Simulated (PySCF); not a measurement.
PySCF input for C₅H₃Cl, SMILES C#CC=C=CCl, PBE-D3(BJ)/def2-SVP. Geometry optimised at PBE-D3(BJ)/def2-SVP. The structure was generated by enumeration, and PubChem lists no compound with its InChIKey, so it may never have been made.

```python
import numpy as np
from pyscf import gto, scf, dft, df
from pyscf.hessian import thermo

mol = gto.M(
    atom='''
    C     3.31844968   -0.74805483    0.71552768
    C     2.30574458   -0.71515434    0.02548214
    C     1.15556640   -0.68361453   -0.81326805
    C    -0.09209846   -0.50770855   -0.38529246
    C    -1.32920112   -0.34473125    0.02360824
    Cl   -2.09989693    1.22198457    0.16820599
    H     4.20473797   -0.77410194    1.33398421
    H     1.32685856   -0.81990420   -1.90085342
    H    -1.98411519   -1.18415043    0.31102211
    ''',
    basis='def2-SVP',
    charge=0,
    spin=0,
    max_memory=1600,
    verbose=3,
)
mf = dft.RKS(mol, xc='pbe').density_fit(auxbasis='def2-universal-jkfit')
mf.disp = 'd3bj'
mf.grids.level = 3
mf.conv_tol = 1e-11
mf.max_cycle = 100
mf.kernel()

# [left out here: the lines that compute and print the analytic Hessian (its translational invariance restored by hand, since the grid's response is missing), thermochemistry and intensities]
```

Program output:

```
converged SCF energy = -651.682961779111

WARN: DFTD3 does not support analytical Hessian, using finite difference


WARN: Mole.unit (angstrom) is changed to Bohr

Mode                                 0                   1                   2
Irrep
Freq [cm^-1]                       79.7503            146.8523            203.9274
Reduced mass [au]                   7.1266              3.8099              4.9283
Force const [Dyne/A]                0.0267              0.0484              0.1208
Char temp [K]                     114.7430            211.2878            293.4062
Normal mode                   x     y     z       x     y     z       x     y     z
       0   C                 0.11 -0.11 -0.07    0.07  0.02 -0.06   -0.07 -0.08  0.02
       1   C                 0.06 -0.02  0.01   -0.01  0.02  0.05   -0.01  0.09 -0.05
       2   C                 0.02  0.04  0.06   -0.03  0.06  0.08   -0.02  0.12 -0.03
       3   C                 0.03  0.07  0.08   -0.06 -0.08  0.06   -0.01 -0.03  0.06
       4   C                 0.01  0.04  0.02   -0.10 -0.06 -0.08    0.01 -0.05  0.12
       5  Cl                -0.08 -0.00 -0.03    0.05  0.01 -0.01    0.04 -0.02 -0.04
       6   H                 0.15 -0.18 -0.13    0.12  0.01 -0.15   -0.10 -0.22  0.06
       7   H                -0.01  0.04  0.06   -0.02  0.24  0.06   -0.07  0.17 -0.04
       8   H                 0.03  0.01 -0.01   -0.21 -0.03 -0.24    0.02 -0.02  0.20
Mode                                 3                   4                   5
Irrep
Freq [cm^-1]                      319.8210            427.1618            474.6451
Reduced mass [au]                   4.2250              6.5765              4.4900
Force const [Dyne/A]                0.2546              0.7070              0.5960
Char temp [K]                     460.1513            614.5908            682.9086
Normal mode                   x     y     z       x     y     z       x     y     z
       0   C                -0.05  0.04  0.05    0.02 -0.05  0.04   -0.03 -0.03 -0.01
       1   C                 0.08 -0.09 -0.14    0.09  0.15 -0.06   -0.02  0.11 -0.02
       2   C                -0.01  0.00 -0.01    0.03 -0.06  0.00   -0.05 -0.07  0.03
       3   C                 0.05 -0.00  0.15   -0.01 -0.13 -0.01    0.01  0.15  0.06
       4   C                -0.02 -0.00 -0.04   -0.02 -0.00 -0.05   -0.04  0.00 -0.08
       5  Cl                -0.01  0.01 -0.00   -0.04  0.04  0.02    0.04 -0.04  0.00
       6   H                -0.12  0.13  0.16   -0.02 -0.17  0.10   -0.03 -0.10 -0.02
       7   H                -0.17  0.14 -0.06    0.00 -0.18  0.01   -0.13 -0.35  0.06
       8   H                -0.09 -0.01 -0.22   -0.05  0.06  0.04    0.05 -0.05 -0.05
Mode                                 6                   7                   8
Irrep
Freq [cm^-1]                      585.1550            628.4671            652.9829
Reduced mass [au]                   7.5271              1.2685              1.2418
Force const [Dyne/A]                1.5185              0.2952              0.3120
Char temp [K]                     841.9077            904.2243            939.4971
Normal mode                   x     y     z       x     y     z       x     y     z
       0   C                -0.05 -0.01 -0.06    0.01  0.13 -0.01    0.07 -0.01 -0.10
       1   C                -0.13  0.05  0.07   -0.01 -0.05  0.01   -0.02  0.00  0.03
       2   C                 0.03 -0.03 -0.07    0.00 -0.01 -0.00   -0.00  0.00  0.00
       3   C                 0.11 -0.08  0.12    0.00 -0.00  0.00   -0.01  0.01 -0.00
       4   C                 0.08  0.04 -0.04    0.00  0.00 -0.00   -0.01 -0.01  0.00
       5  Cl                -0.02  0.01  0.00   -0.00  0.00  0.00    0.00  0.00 -0.00
       6   H                -0.04 -0.01 -0.08   -0.07 -0.87  0.06   -0.50  0.10  0.73
       7   H                 0.05  0.07 -0.08   -0.00 -0.03  0.00    0.00 -0.01  0.01
       8   H                 0.02  0.04 -0.18    0.00  0.00  0.01   -0.01 -0.01  0.01
Mode                                 9                  10                  11
Irrep
Freq [cm^-1]                      727.1647            744.6008            835.0448
Reduced mass [au]                   1.8413              5.2352              1.2722
Force const [Dyne/A]                0.5736              1.7101              0.5227
Char temp [K]                    1046.2281           1071.3147           1201.4436
Normal mode                   x     y     z       x     y     z       x     y     z
       0   C                -0.00  0.00 -0.00   -0.00  0.00 -0.00    0.00 -0.00  0.00
       1   C                -0.02 -0.05  0.02    0.01 -0.02 -0.01    0.01  0.03 -0.00
       2   C                 0.03  0.09 -0.03   -0.02  0.05  0.04   -0.02 -0.12  0.01
       3   C                 0.03 -0.01  0.05   -0.03 -0.08  0.01    0.00  0.04  0.01
       4   C                -0.03 -0.09 -0.11   -0.01  0.21 -0.05   -0.02 -0.01 -0.05
       5  Cl                -0.01  0.03  0.01    0.02 -0.06  0.00    0.00  0.00 -0.00
       6   H                 0.02  0.06 -0.03   -0.02  0.03  0.03    0.00 -0.02  0.01
       7   H                -0.03 -0.32  0.01   -0.05 -0.04  0.04    0.07  0.72 -0.08
       8   H                 0.20 -0.02  0.60    0.07  0.25  0.23    0.17  0.02  0.46
Mode                                12                  13                  14
Irrep
Freq [cm^-1]                      945.5125           1095.6381           1188.9004
Reduced mass [au]                   5.4720              1.3132              1.1794
Force const [Dyne/A]                2.8823              0.9288              0.9822
Char temp [K]                    1360.3820           1576.3793           1710.5630
Normal mode                   x     y     z       x     y     z       x     y     z
       0   C                 0.10 -0.00  0.06    0.04 -0.00  0.03   -0.00 -0.00 -0.00
       1   C                 0.03  0.01  0.08    0.01  0.00  0.04   -0.01  0.00  0.02
       2   C                -0.03 -0.02 -0.20   -0.09  0.01  0.00    0.01 -0.00  0.03
       3   C                -0.02  0.02  0.04   -0.02 -0.03 -0.03    0.03  0.02 -0.04
       4   C                -0.09  0.03  0.02    0.08  0.00 -0.02    0.07 -0.05 -0.02
       5  Cl                 0.01 -0.01 -0.00   -0.00  0.01 -0.00   -0.00 -0.01  0.00
       6   H                 0.13 -0.01  0.04    0.05 -0.00  0.03    0.00 -0.00 -0.01
       7   H                -0.08 -0.03 -0.21   -0.65  0.06 -0.09   -0.52  0.05 -0.06
       8   H                -0.18  0.09  0.02    0.43 -0.31 -0.12   -0.53  0.50  0.15
Mode                                15                  16                  17
Irrep
Freq [cm^-1]                     1363.5138           1995.4488           2149.2081
Reduced mass [au]                   3.4654             10.6315              6.2330
Force const [Dyne/A]                3.7960             24.9416             16.9631
Char temp [K]                    1961.7928           2871.0066           3092.2319
Normal mode                   x     y     z       x     y     z       x     y     z
       0   C                -0.04  0.00 -0.03    0.00 -0.00  0.00    0.13 -0.00  0.09
       1   C                -0.02  0.00  0.01    0.00 -0.00  0.00   -0.18  0.01 -0.13
       2   C                 0.20 -0.02  0.01   -0.11  0.01  0.03    0.03 -0.00  0.02
       3   C                 0.02 -0.01 -0.02    0.22 -0.03 -0.07    0.01 -0.00 -0.00
       4   C                -0.13  0.04  0.04   -0.11  0.02  0.04   -0.01  0.00  0.00
       5  Cl                 0.00 -0.00 -0.00   -0.00  0.00  0.00    0.00 -0.00 -0.00
       6   H                -0.04 -0.00 -0.05    0.00  0.00  0.01    0.24 -0.01  0.16
       7   H                -0.42  0.04 -0.09    0.00  0.01  0.06    0.01  0.00  0.02
       8   H                 0.08 -0.17 -0.01   -0.06 -0.07  0.03   -0.00 -0.01  0.00
Mode                                18                  19                  20
Irrep
Freq [cm^-1]                     3027.9695           3110.6183           3406.4779
Reduced mass [au]                   1.0862              1.0930              1.1554
Force const [Dyne/A]                5.8679              6.2310              7.8997
Char temp [K]                    4356.5739           4475.4872           4901.1633
Normal mode                   x     y     z       x     y     z       x     y     z
       0   C                -0.00  0.00 -0.00   -0.00  0.00 -0.00    0.09 -0.00  0.06
       1   C                -0.00  0.00  0.00    0.00  0.00  0.00   -0.02  0.00 -0.02
       2   C                -0.01  0.01  0.08   -0.00  0.00  0.00    0.00  0.00  0.00
       3   C                 0.00 -0.00 -0.00   -0.01  0.00  0.00    0.00 -0.00 -0.00
       4   C                -0.00 -0.00  0.00    0.06  0.06 -0.02   -0.00 -0.00  0.00
       5  Cl                -0.00  0.00  0.00   -0.00  0.00  0.00   -0.00  0.00  0.00
       6   H                -0.00  0.00 -0.00   -0.00  0.00 -0.00   -0.76  0.02 -0.53
       7   H                 0.15 -0.12 -0.94    0.00 -0.00 -0.01   -0.00  0.00  0.00
       8   H                 0.01  0.01 -0.00   -0.58 -0.72  0.25    0.00  0.00 -0.00
temperature 298.1500 [K]
pressure 101325.00 [Pa]
Rotational constants [GHz] 10.93020 1.05560 1.00557
Symmetry number 1
Zero-point energy (ZPE) 0.05492 [Eh]   144203.011 [J/mol]
                           tot       elec      trans        rot        vib
Entropy [J/mol/K]       339.775      0.000    165.995    115.972     57.808
Cv [J/mol/K]             92.760      0.000     12.472     12.472     67.816
Cp [J/mol/K]            101.074      0.000     20.786     12.472     67.816
Internal energy [J/mol]                      3718.434   3718.434 153949.210
Internal energy [Eh]   -651.62149  -651.68296
Enthalpy [J/mol]                             6197.391   3718.434 153949.210
Enthalpy [Eh]          -651.62055
Gibbs free energy [J/mol]                  -43294.095 -30858.622 136713.716
Gibbs free energy [Eh] -651.65913
mode   freq/cm-1   IR/(km/mol)
   1       79.75         0.414
   2      146.85         1.889
   3      203.93         1.196
   4      319.82         2.266
   5      427.16         6.049
   6      474.65         8.972
   7      585.15         8.964
   8      628.47        36.022
   9      652.98        38.536
  10      727.16        31.685
  11      744.60        69.072
  12      835.04        18.975
  13      945.51        28.825
  14     1095.64         0.815
  15     1188.90        40.805
  16     1363.51        10.176
  17     1995.45        27.008
  18     2149.21         0.474
  19     3027.97         0.675
  20     3110.62         3.231
  21     3406.48        88.489
max |gradient| / (hartree/bohr): 5.188719050475913e-05
APT charges: [-0.2806 -0.0573  0.1357 -0.1439  0.3967 -0.3471  0.221   0.0403  0.0351]
```

Self-consistency was reached.

Cost: very roughly 70 core-seconds.
